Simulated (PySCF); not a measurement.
Mg(SH)2 (H2MgS2), SMILES [SH][Mg][SH]. Geometry optimised at B3LYP-D3(BJ)/def2-TZVP. The values are those of a single conformer.

All values below come from B3LYP-D3(BJ)/def2-TZVP (PySCF 2.14.0).

Harmonic wavenumbers (cm⁻¹): 95, 96, 104, 291, 525, 539, 564, 2656, 2656. Rotational constants (GHz): 143.3, 1.445, 1.445; symmetry number 2.

Problem. Work out the zero-point energy and the ideal-gas rigid-rotor harmonic-oscillator thermochemistry at 298.15 K and 1 atm.

Solution. ZPE = ½ Σ hcν = ½ × 7526 cm⁻¹ = 10.76 kcal/mol. H − E(el) = 15.16 kcal/mol. Entropy in cal/(mol K): translation 39.42, rotation 23.11, vibration 13.62, total 76.15. G − E(el) = -7.55 kcal/mol. Cp = 18.96 cal/(mol K). Modes under 150 cm⁻¹ make the vibrational entropy uncertain.
